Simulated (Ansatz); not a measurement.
Mg₄Te₄⁺. Charge 1, multiplicity 2. Geometry PBE-D4/def2-SVP, that of the neutral singlet; atoms count from 1.

Cartesian coordinates in Å:
```
Mg -0.001 0.397 1.895
Mg -1.179 -1.496 -0.347
Mg 1.797 -0.450 -0.563
Mg -0.618 1.548 -0.985
Te -2.568 0.643 0.807
Te 0.003 -0.568 -2.708
Te 0.881 -2.214 1.407
Te 1.684 2.139 0.494
```

In the def2 sets Te takes a core potential; there is no spin–orbit coupling. The structure comes from a short search, and lower isomers may exist.

Problem. Estimate the Mulliken populations from the PBE0/def2-TZVP orbitals of Ansatz.

Solution. 
| atom | charge (e) | spin (α − β) |
| --- | --- | --- |
| Mg1 | 0.61 | -0.03 |
| Mg2 | 0.61 | -0.03 |
| Mg3 | 0.61 | -0.03 |
| Mg4 | 0.61 | -0.03 |
| Te5 | -0.36 | 0.28 |
| Te6 | -0.36 | 0.28 |
| Te7 | -0.36 | 0.28 |
| Te8 | -0.36 | 0.28 |
Mulliken values and Mayer orders depend strongly on the basis.

Problem. Where does the spin sit?

Solution. Summed by element: Mg -0.10, Te 1.10, of 1 unpaired in all. Largest on single atoms: Te8 0.28, Te6 0.28, Te5 0.28.

Problem. And the Mayer bond orders between bonded heavy atoms (over 0.3)?

Solution. Mg1–Te5 0.70 (2.80 Å); Mg1–Te7 0.63 (2.80 Å); Mg1–Te8 0.63 (2.80 Å); Mg2–Te5 0.63 (2.80 Å); Mg2–Te6 0.63 (2.80 Å); Mg2–Te7 0.70 (2.80 Å); Mg3–Te6 0.70 (2.80 Å); Mg3–Te7 0.63 (2.80 Å); Mg3–Te8 0.63 (2.80 Å); Mg4–Te5 0.63 (2.80 Å); Mg4–Te6 0.63 (2.80 Å); Mg4–Te8 0.70 (2.80 Å).
